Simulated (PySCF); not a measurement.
# Löwdin shares of the frontier orbitals

Compound: trans-Si(NH3)2Cl4.
Geometry (PBE0-D3(BJ)/def2-SVP, Å), atoms numbered from 1 in this order:
```xyz
13
Cl4H6N2Si angstrom
Si     0.003   -0.005    0.002
N     -0.024   -0.027    1.957
H     -0.473    0.827    2.295
H      0.938   -0.070    2.301
H     -0.543   -0.847    2.278
N      0.029    0.017   -1.953
H      0.528    0.850   -2.273
H     -0.935    0.043   -2.295
H      0.494   -0.826   -2.296
Cl     2.186   -0.032   -0.003
Cl    -2.180    0.026    0.007
Cl     0.034    2.179    0.024
Cl    -0.025   -2.187   -0.022
```

Method: TDDFT wB97X-D/def2-SVPD, vertical, gas phase, core orbitals frozen in the response (PySCF 2.14.0, density-fitted response routines).

Kohn–Sham orbitals with the atoms that hold most of them (Löwdin shares over 4%, at most four atoms; ? is withheld):

| orbital | ε (eV) | atoms |
| --- | --- | --- |
| HOMO-3 | -10.44 | Cl10 24%, Cl12 24%, Cl11 23%, Cl13 22% |
| HOMO-2 | -10.14 | Cl13 38%, Cl12 38%, Cl10 12%, Cl11 12% |
| HOMO-1 | -10.14 | Cl11 38%, Cl10 38%, Cl12 12%, Cl13 12% |
| HOMO | -9.23 | ? |
| LUMO | 1.13 | Si1 25%, Cl12 11%, Cl13 11%, Cl11 11% |
| LUMO+1 | 1.64 | Si1 15%, N2 12%, N6 12%, Cl12 11% |
| LUMO+2 | 2.13 | Cl11 10%, Cl10 10%, Cl13 10%, Cl12 10% |

(1) Which atoms hold the HOMO, and with what shares?

Results:

(1) Cl10 (bonded to Si) 25%; Cl12 (bonded to Si) 25%; Cl11 (bonded to Si) 25%; Cl13 (bonded to Si) 25%.

Within 0.005 eV of a neighbour in this list lie HOMO-2/HOMO-1 (point group found: C2h); within a degenerate set the shares of single atoms can hang on how the components are chosen.

Q: The HOMO–LUMO gap is 10.37 eV. Where does the response calculation put the lowest singlet, and from which orbitals?

A: S1 is at 6.04 eV (f = 0.0000), 4.32 eV below the gap, made of HOMO→LUMO (57%), HOMO→LUMO+1 (39%). Without the coupling terms of the response equations the lowest excitation would equal the gap.

Next come S2 at 6.89 eV (f 0.0000), HOMO→LUMO+1 (56%), HOMO→LUMO (37%); S3 at 6.94 eV (f 0.048), HOMO-1→LUMO (54%), HOMO-1→LUMO+1 (38%); S4 at 6.95 eV (f 0.049), HOMO-2→LUMO (54%), HOMO-2→LUMO+1 (38%); S5 at 7.21 eV (f 0.0001), HOMO-3→LUMO (60%), HOMO-3→LUMO+1 (34%).

Hardware: an Arm Neoverse V1 with one thread, shared host with 32 logical CPUs at a one-minute load of 18. Cost: 68 s of wall time (with the writing of density and orbital grids), 1.1 GiB resident at most.
